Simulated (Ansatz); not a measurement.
Computed with Ansatz on PBE0-D4/def2-TZVP structures; ΔE is electronic, products minus reactants. CBS: MP2 limit from def2 TZ/QZ plus the TZ coupled-cluster correction, frozen cores. Functionals use def2-TZVPP. For Ge, Mg outer-core shells are correlated without core-valence functions, which leaves a few kJ/mol of doubt a bond. Scalar relativity is left out up to krypton. One conformer a species, not always the lowest.

Consider the ligand exchange at the Si–O bond: `[SiH3][O][Mg][N]([SiH3])[SiH3]` + `[OH][GeH3]` → `[SiH3][O][GeH3]` + `[OH][Mg][N]([SiH3])[SiH3]`.

`[SiH3][O][Mg][N]([SiH3])[SiH3]`:

Cartesian coordinates in Å:
```
Si 0.266 -0.212 -3.888
O 0.149 -0.123 -2.282
Mg 0.029 -0.026 -0.505
N -0.097 0.076 1.400
Si -0.771 -1.276 2.203
Si 0.476 1.512 2.132
H -0.954 0.337 -4.551
H 1.439 0.563 -4.389
H 0.430 -1.624 -4.342
H -2.016 -0.960 2.960
H 0.172 -1.939 3.149
H -1.127 -2.278 1.145
H -0.576 2.261 2.878
H 0.963 2.399 1.025
H 1.616 1.291 3.066
```

`[OH][GeH3]`:

Z-matrix (Å, degrees):
```
Ge
O 1 1.783
H 1 1.531 2 104.3
H 1 1.541 2 109.9 3 119.6
H 1 1.541 2 109.9 3 -119.6
H 2 0.959 1 112.7 3 180.0
```

`[SiH3][O][GeH3]`:

```xyz
9

Si    1.259   -0.127    0.899
O     0.455   -0.128   -0.522
Ge   -1.238    0.113   -1.001
H     1.139    1.193    1.580
H     2.689   -0.409    0.622
H     0.718   -1.167    1.820
H    -1.260   -0.045   -2.525
H    -1.667    1.526   -0.569
H    -2.095   -0.956   -0.304
```

`[OH][Mg][N]([SiH3])[SiH3]`:

Cartesian coordinates in Å:
```
O -0.554 -2.762 -1.992
Mg -0.251 -1.366 -0.973
N 0.024 0.183 0.123
Si -0.478 0.082 1.755
Si 0.752 1.544 -0.612
H -0.499 -3.583 -2.460
H 0.635 0.250 2.733
H -1.537 1.068 2.116
H -1.052 -1.289 1.958
H 1.026 1.184 -2.041
H 2.051 1.934 0.008
H -0.117 2.756 -0.615
```

```json
{"level": "B97M-V", "ΔE (kJ/mol)": "22.9", "difference from CCSD(T)/CBS": "0.0"}
{"level": "ωB97X-V", "ΔE (kJ/mol)": "18.1", "difference from CCSD(T)/CBS": "-4.8"}
{"level": "ωB97M-V", "ΔE (kJ/mol)": "18.0", "difference from CCSD(T)/CBS": "-4.9"}
{"level": "PBE-QIDH", "ΔE (kJ/mol)": "20.4", "difference from CCSD(T)/CBS": "-2.5"}
{"level": "BLYP", "ΔE (kJ/mol)": "21.1", "difference from CCSD(T)/CBS": "-1.8"}
{"level": "BHLYP", "ΔE (kJ/mol)": "19.5", "difference from CCSD(T)/CBS": "-3.4"}
{"level": "RPA@PBE/def2-TZVPP", "ΔE (kJ/mol)": "22.3", "difference from CCSD(T)/CBS": "-0.6"}
{"level": "CCSD(T)/def2-SVP", "ΔE (kJ/mol)": "20.5", "difference from CCSD(T)/CBS": "-2.4"}
{"level": "SCS-MP2/def2-QZVPP", "ΔE (kJ/mol)": "21.2", "difference from CCSD(T)/CBS": "-1.7"}
{"level": "CCSD/CBS(def2)", "ΔE (kJ/mol)": "22.6", "difference from CCSD(T)/CBS": "-0.3"}
{"level": "CCSD(T)/CBS", "ΔE (kJ/mol)": "22.9", "difference from CCSD(T)/CBS": "0"}
```

Largest T1 diagnostic among the species: 0.012.

Leaving LDA and LC-ωPBE aside and taking each functional with its dispersion term where it has one, the values, not all of them listed here, spread over 5.8 kJ/mol, from BHLYP-D4 to B97M-V.
